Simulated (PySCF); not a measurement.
## Electric field gradients and quadrupole coupling constants

Compound: C₈H₁₄NP.
Geometry (GFN2-xTB, Å), atoms numbered from 1 in this order:
```
atom  x, y, z in Å
C1     4.0645    1.1281    0.5443
C2     2.8058    0.4159    0.5499
C3     1.7631   -0.1851    0.4771
P4     0.2350   -1.0619    0.6561
C5     0.6822   -2.5027   -0.4282
N6    -0.6427   -0.1741   -0.5691
C7    -2.0030   -0.6466   -0.7825
C8    -2.8960    0.1065    0.2201
C9    -2.0793    1.3599    0.5792
C10   -0.8215    1.2426   -0.2955
H11    3.9385    2.1049    0.0766
H12    4.8119    0.5636   -0.0135
H13    4.4170    1.2680    1.5665
H14    1.5396   -3.0109    0.0102
H15   -0.1446   -3.2097   -0.4847
H16    0.9304   -2.1449   -1.4258
H17   -2.2838   -0.3876   -1.8097
H18   -2.0668   -1.7294   -0.6731
H19   -3.0709   -0.5066    1.1043
H20   -3.8605    0.3552   -0.2198
H21   -2.6218    2.2819    0.3782
H22   -1.7984    1.3467    1.6327
H23    0.0702    1.6621    0.1713
H24   -0.9806    1.7441   -1.2570
```

Field gradients from the PBE0/pcSseg-1 density (PySCF, non-relativistic), principal values in atomic units, ordered |Vxx| ≤ |Vyy| ≤ |Vzz|:

| atom | Vxx | Vyy | Vzz |
| --- | --- | --- | --- |
| N6 | 0.5392 | 0.6180 | -1.1572 |

Find the asymmetry η = (Vxx − Vyy)/Vzz and the couplings χ = eQV/h (234.96 MHz × Q in barn × V in au), with Q(14N) = 0.02044 b.

| atom | environment | nucleus | η | χzz (MHz) | χxx (MHz) | χyy (MHz) |
| --- | --- | --- | --- | --- | --- | --- |
| N6 | nitrogen bonded to 2 C and P | 14N | 0.07 | -5.56 | 2.59 | 2.97 |

What is Vzz at N6 in SI units (1 au = 9.71736 × 10²¹ V/m²)?

-1.1572 au = -11.245 × 10²¹ V/m².

And the gradient at the other heavy atoms, for which no coupling is worked out here?

| atom | environment | Vzz (au) | η |
| --- | --- | --- | --- |
| C1 | propargylic carbon | 0.125 | 0.04 |
| C2 | alkyne carbon | -0.311 | 0.43 |
| C3 | alkyne carbon | -0.247 | 0.16 |
| P4 | three-coordinate phosphorus | -1.533 | 0.34 |
| C5 | sp3 carbon bound to phosphorus | 0.097 | 0.53 |
| C7 | sp3 carbon bound to nitrogen | 0.218 | 0.24 |
| C8 | ring CH2 carbon | 0.075 | 0.74 |
| C9 | ring CH2 carbon | 0.075 | 0.69 |
| C10 | sp3 carbon bound to nitrogen | 0.235 | 0.33 |

What couplings would deuterons (Q(2H) = 0.00286 b) have in place of the hydrogens, at this geometry?

```
atom  bonded to  bond length (Å)  Vzz (au)     η  χzz (kHz)
 H11         C1            1.090    0.3078  0.02        207
 H12         C1            1.090    0.3077  0.02        207
 H13         C1            1.090    0.3073  0.02        206
 H14         C5            1.089    0.3157  0.02        212
 H15         C5            1.089    0.3153  0.02        212
 H16         C5            1.089    0.3132  0.01        210
 H17         C7            1.096    0.2940  0.03        198
 H18         C7            1.090    0.3054  0.06        205
 H19         C8            1.090    0.3077  0.01        207
 H20         C8            1.089    0.3124  0.01        210
 H21         C9            1.088    0.3134  0.01        211
 H22         C9            1.090    0.3067  0.01        206
 H23        C10            1.090    0.2995  0.06        201
 H24        C10            1.096    0.2946  0.03        198
```

The structure is a single GFN2-xTB conformer in the gas phase; no vibrational or solvent corrections. GFN2-xTB bond lengths can be off by several hundredths of an ångström, more for odd bonds, and the gradients follow them. A larger basis could move these couplings by a tenth or more.
